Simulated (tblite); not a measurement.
Species: C₇H₁₀Si.
Numbering: `[CH2:1]=[C:2]([CH3:3])[C:4]1=[CH:5][CH:6]=[CH:7][SiH2:8]1` (hydrogens: H9, H10 on C1; H11, H12, H13 on C3; H14 on C5; H15 on C6; H16 on C7; H17, H18 on Si8)

Cartesian coordinates in Å at the GFN2-xTB level; atoms count from 1:
```
atom  x, y, z in Å
C1    -1.9288    0.2087    1.0290
C2    -1.3368   -0.0504   -0.1388
C3    -2.1502   -0.4169   -1.3485
C4     0.1030    0.0129   -0.2716
C5     0.7895   -0.2339   -1.4104
C6     2.2311   -0.1165   -1.3411
C7     2.7496    0.2293   -0.1542
Si8    1.3550    0.4483    1.0904
H9    -1.3573    0.4719    1.9028
H10   -2.9984    0.1666    1.1484
H11   -3.2104   -0.4264   -1.1090
H12   -1.8665   -1.4041   -1.7112
H13   -1.9810    0.3006   -2.1502
H14    0.3311   -0.5082   -2.3501
H15    2.8224   -0.3065   -2.2273
H16    3.8091    0.3434    0.0010
H17    1.3999   -0.5321    2.1769
H18    1.2300    1.8195    1.5876
```

Method: GFN2-xTB as coded in tblite; computed harmonic values from a numerical Hessian at the method's own geometry, unscaled. Errors from tens to a few hundred cm⁻¹ against measured bands are possible. Modes of hydrogen on silicon can be 10 to 20 % off. One conformer, not necessarily the lowest.

Harmonic wavenumbers (cm⁻¹): 51.0, 141.0, 186.4, 189.3, 248.0, 326.9, 383.3, 408.8, 455.1, 473.2, 533.0, 564.6, 606.6, 636.6, 666.2, 696.6, 737.0, 755.9, 810.5, 859.0, 872.8, 913.8, 939.0, 991.2, 1035.4, 1054.9, 1065.1, 1125.4, 1247.5, 1317.8, 1320.3, 1392.4, 1412.6, 1484.1, 1492.7, 1519.3, 1603.3, 1660.3, 2246.8, 2250.3, 3007.0, 3017.2, 3043.0, 3045.8, 3066.1, 3099.5, 3100.2, 3126.0.

A = 3209, B = 1333, C = 958.2 MHz; mass 122.055 u (most abundant isotopes); point group Cs, symmetry number 1.

Task: Zero-point energy?

Result: Half the sum of the wavenumbers: 30589 cm⁻¹ = 365.93 kJ/mol.

Task: Give the ideal-gas entropy at 400 K and 1 bar in the rigid-rotor, harmonic-oscillator model (classical rotation).

Result: Translation 174.88, rotation 123.96, vibration 138.24: S = 437.1 J/(mol K).

Task: And Cp and H(400 K) − H(0)?

Result: Cp = 198.03 J/(mol K), of which vibrations give 164.77 (their classical limit is 48 R = 399.1); H(400 K) − H(0) = 44.52 kJ/mol without the zero-point energy, 31.22 from vibrations.

Task: What must be added to the electronic energy to get the Gibbs energy at 400 K and 1 bar?

Result: ZPE + [H(400 K) − H(0)] − T·S = 365.93 + 44.52 − 174.84 = 235.61 kJ/mol.

Task: Blend soft modes into free rotors: weight 1/[1 + (100 cm⁻¹/ν̃)⁴] for the oscillator and the rest for a rotor with moment μB/(μ + B), μ = h/(8π²ν), B = 10⁻⁴⁴ kg m². What vibrational entropy results?

Result: 131.59 J/(mol K) in place of 138.24, which changes −T·S at 400 K by +2.66 kJ/mol.

Task: Which modes carry the vibrational entropy at 400 K?

Result: 51.0 cm⁻¹: 22.43; 141.0 cm⁻¹: 14.05; 186.4 cm⁻¹: 11.79; 189.3 cm⁻¹: 11.67; 248.0 cm⁻¹: 9.53; 326.9 cm⁻¹: 7.43 J/(mol K); the other 42 give 61.34 together.

Task: How do the functions run with temperature in this model?

Result: 
```csv
T (K),S (J/(mol K)),Cp (J/(mol K)),H − H(0) (kJ/mol),G − H(0) (kJ/mol),ln q(vib)
50,236.8,45.3,1.90,-9.94,0.29
100,274.1,64.9,4.64,-22.76,0.98
298.15,385.2,156.1,26.42,-88.42,4.90
373.15,423.7,187.7,39.34,-118.76,6.61
500,485.0,231.8,66.07,-176.45,9.61
750,591.3,291.5,132.08,-311.38,15.48
1000,680.8,329.9,210.08,-470.69,21.00
```

q(vib) and H(0) count from the zero-point level.

Hindered rotation and anharmonicity are outside this model. Other conformers, if any are populated, would add a mixing term that is left out.
